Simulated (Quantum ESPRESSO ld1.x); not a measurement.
Values are calculated unless marked as measured or tabulated.
Lu4+, 67 electrons, occupied as [Xe] 4f13. Level of theory: scalar-relativistic Kohn-Sham, LDA (Slater exchange, Perdew-Wang correlation), spin-polarised, spherical densities, point nucleus; open shells are filled with parallel spins first (ld1.x of Quantum ESPRESSO 7.5).

Normalised radial functions P(r) = r R(r), r in bohr:

```
   r/bohr * 5s up (the largest magnitude, 1.11, reaches the edge; | marks zero)
 0.001406                             | *
 0.001861                             | *
 0.002443                             |  *
 0.003232                             |  *
 0.004276                             |   *
 0.005613                             |   *
 0.007427                             |   *
 0.009748                             |   *
   0.0129                             |   *
  0.01693                             | *
   0.0224                             *
   0.0294                           * |
   0.0389                        *    |
  0.05106                      *      |
  0.06756                       *     |
  0.08868                            *|
   0.1173                             |     *
   0.1553                             |         *
   0.2038                             |     *
   0.2696                        *    |
   0.3539               *             |
   0.4683                   *         |
   0.6147                             |     *
   0.8133                             |                     *
    1.068                             |                          *
    1.412                             |                   *
    1.854                             |         *
    2.453                             |  *
     3.22                             |*
     4.26                             *
```

5s up: eigenvalue -106.22 eV, 4 radial nodes at r = 0.0231, 0.0922, 0.240, 0.565 bohr, <r> = 1.14 bohr, 90 % of the charge inside 1.64 bohr.
